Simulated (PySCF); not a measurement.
## Nuclear quadrupole coupling in `C#CC(=O)C(=C)S[SiH3]`

Compound: C5H6OSSi.
Structure used (GFN2-xTB), in Å, numbered top down from 1:
```
atom  x, y, z in Å
C1     2.7349   -1.4986   -0.4813
C2     1.6733   -1.0078   -0.2058
C3     0.3607   -0.5287    0.1130
O4    -0.5931   -1.2913    0.1169
C5     0.2440    0.8979    0.4295
C6     1.3144    1.7118    0.4200
S7    -1.3618    1.4615    0.8171
Si8   -2.6143   -0.3337    0.7081
H9     3.6801   -1.8933   -0.7169
H10    2.2963    1.3455    0.1757
H11    1.2111    2.7551    0.6567
H12   -3.8516    0.3612    1.0951
H13   -2.7969   -0.7446   -0.6736
H14   -2.2979   -1.2356    1.8034
```

Field gradients from the PBE0/pcSseg-1 density (PySCF, non-relativistic), principal values in atomic units, ordered |Vxx| ≤ |Vyy| ≤ |Vzz|:

| atom | Vxx | Vyy | Vzz |
| --- | --- | --- | --- |
| O4 | 0.6473 | 1.0537 | -1.7010 |
| S7 | -0.2221 | -1.9196 | 2.1417 |

Find the asymmetry η = (Vxx − Vyy)/Vzz and the couplings χ = eQV/h (234.96 MHz × Q in barn × V in au), with Q(17O) = −0.0256 b, Q(33S) = −0.0678 b.

```
atom                environment  nucleus     η  χzz (MHz)  χxx (MHz)  χyy (MHz)
  O4              ketone oxygen      17O  0.24      10.23      -3.89      -6.34
  S7  sulfur bonded to C and Si      33S  0.79     -34.12       3.54      30.58
```

What is Vzz at S7 in SI units (1 au = 9.71736 × 10²¹ V/m²)?

2.1417 au = 20.812 × 10²¹ V/m².

And the gradient at the other heavy atoms, for which no coupling is worked out here?

| atom | environment | Vzz (au) | η |
| --- | --- | --- | --- |
| C1 | terminal alkyne carbon | -0.349 | 0.56 |
| C2 | alkyne carbon | -0.265 | 0.13 |
| C3 | ketone carbonyl carbon | 0.461 | 0.34 |
| C5 | fully substituted alkene carbon | -0.260 | 0.46 |
| C6 | terminal =CH2 carbon | 0.362 | 0.05 |
| Si8 | SiH3 silicon | 0.741 | 0.56 |

What couplings would deuterons (Q(2H) = 0.00286 b) have in place of the hydrogens, at this geometry?

```json
{"atom": "H9", "bonded to": "C1", "bond length (Å)": "1.051", "Vzz (au)": "0.3870", "η": "0.02", "χzz (kHz)": "260"}
{"atom": "H10", "bonded to": "C6", "bond length (Å)": "1.076", "Vzz (au)": "0.3311", "η": "0.06", "χzz (kHz)": "223"}
{"atom": "H11", "bonded to": "C6", "bond length (Å)": "1.075", "Vzz (au)": "0.3354", "η": "0.04", "χzz (kHz)": "225"}
{"atom": "H12", "bonded to": "Si8", "bond length (Å)": "1.471", "Vzz (au)": "0.1540", "η": "0.05", "χzz (kHz)": "103"}
{"atom": "H13", "bonded to": "Si8", "bond length (Å)": "1.453", "Vzz (au)": "0.1693", "η": "0.03", "χzz (kHz)": "114"}
{"atom": "H14", "bonded to": "Si8", "bond length (Å)": "1.454", "Vzz (au)": "0.1688", "η": "0.03", "χzz (kHz)": "113"}
```

The structure is a single GFN2-xTB conformer in the gas phase; no vibrational or solvent corrections. GFN2-xTB bond lengths can be off by several hundredths of an ångström, more for odd bonds, and the gradients follow them. A larger basis could move these couplings by a tenth or more.
